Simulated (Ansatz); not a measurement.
`BC(C)C` + `O[SiH3]` → `BO[SiH3]` + `CCC` at 298.15 K and 1 bar (ligand exchange at a B–C bond).

Computed with Ansatz on PBE0-D4/def2-TZVP structures; ΔE is electronic, products minus reactants. CCSD(T)/CBS adds triple-zeta CCSD(T) − MP2 to the extrapolated MP2 energy (def2 sets, frozen cores).

| species | CCSD(T)/CBS energy (Eh) | H − E (kJ/mol) | S (J/(mol·K)) |
| --- | --- | --- | --- |
| `BC(C)C` | -144.34943 | 314.8 | 307.5 |
| `O[SiH3]` | -366.69042 | 113.6 | 257.8 |
| `BO[SiH3]` | -392.11480 | 149.0 | 292.2 |
| `CCC` | -118.98051 | 285.9 | 268.4 |

H − E and S are ideal-gas, rigid-rotor, harmonic terms from PBE0-D4/def2-TZVP. 1 Eh = 2625.50 kJ/mol, R = 8.31446 J/(mol·K).

Problem. By hand: ΔE, ΔH, ΔS and ΔG.

Solution. ΔE = (-392.11480) + (-118.98051) − (-144.34943) − (-366.69042) = -0.05546 Eh = -145.6 kJ/mol. Δ(H − E) = 149.0 + 285.9 − 314.8 − 113.6 = 6.5, so ΔH = -139.1 kJ/mol. ΔS = 292.2 + 268.4 − 307.5 − 257.8 = -4.7 J/(mol·K). ΔG = -139.1 − 298.15 × (-4.7)/1000 = -137.7 kJ/mol.

Problem. By hand: the equilibrium constant, and the temperature at which ΔG would vanish if ΔH and ΔS stayed fixed.

Solution. log₁₀ K = −ΔG/(RT ln 10) = 24.1. ΔG = 0 at ΔH/ΔS = 29596 K, far beyond where these terms or the molecules hold.

The number of gas molecules stays the same, so ΔS is small and ΔH decides. A doubt of 5 kJ/mol in ΔE shifts log₁₀ K by 0.9 here. These are equilibria of isolated gas molecules and say nothing of rates. Largest T1 diagnostic: 0.013 (customary marks: 0.02 for closed shells, 0.045 for open ones).
